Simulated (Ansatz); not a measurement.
`[OH][InH][ZnH]` + `N[SiH3]` → `[OH][InH][NH][SiH3]` + `[ZnH2]` at 298.15 K and 1 bar (cleavage of the In–Zn bond).

Calculated with Ansatz (gas phase, PBE0-D4/def2-TZVP geometries, no zero-point term in ΔE). CCSD(T)/CBS adds triple-zeta CCSD(T) − MP2 to the extrapolated MP2 energy (def2 sets, frozen cores). This one scheme is used for every species. Elements past krypton have def2 core potentials. For In, Zn outer-core shells are correlated without core-valence functions, which leaves a few kJ/mol of doubt a bond. Scalar relativity is left out up to krypton. One conformer a species, not always the lowest.

| species | CCSD(T)/CBS energy (Eh) | H − E (kJ/mol) | S (J/(mol·K)) |
| --- | --- | --- | --- |
| `[OH][InH][ZnH]` | -2045.17442 | 84.7 | 338.2 |
| `N[SiH3]` | -346.80422 | 145.7 | 264.3 |
| `[OH][InH][NH][SiH3]` | -612.41722 | 180.1 | 374.7 |
| `[ZnH2]` | -1779.54550 | 39.9 | 200.9 |

H − E and S are ideal-gas, rigid-rotor, harmonic terms from PBE0-D4/def2-TZVP, for one conformer and one mirror image of each species. 1 Eh = 2625.50 kJ/mol, R = 8.31446 J/(mol·K).

Q: By hand: ΔE, ΔH, ΔS and ΔG.

A: ΔE = (-612.41722) + (-1779.54550) − (-2045.17442) − (-346.80422) = 0.01592 Eh = 41.8 kJ/mol. Δ(H − E) = 180.1 + 39.9 − 84.7 − 145.7 = -10.4, so ΔH = 31.4 kJ/mol. ΔS = 374.7 + 200.9 − 338.2 − 264.3 = -26.9 J/(mol·K). ΔG = 31.4 − 298.15 × (-26.9)/1000 = 39.4 kJ/mol.

Q: By hand: the equilibrium constant, and the temperature at which ΔG would vanish if ΔH and ΔS stayed fixed.

A: log₁₀ K = −ΔG/(RT ln 10) = -6.9. ΔH and −TΔS have one sign here, so there is no such temperature.

ΔH outweighs TΔS. A doubt of 5 kJ/mol in ΔE shifts log₁₀ K by 0.9 here. Other conformers and mirror images would add mixing entropy, several J/(mol·K) or more a flexible species. These are equilibria of isolated gas molecules and say nothing of rates. Largest T1 diagnostic: 0.017 (customary marks: 0.02 for closed shells, 0.045 for open ones).
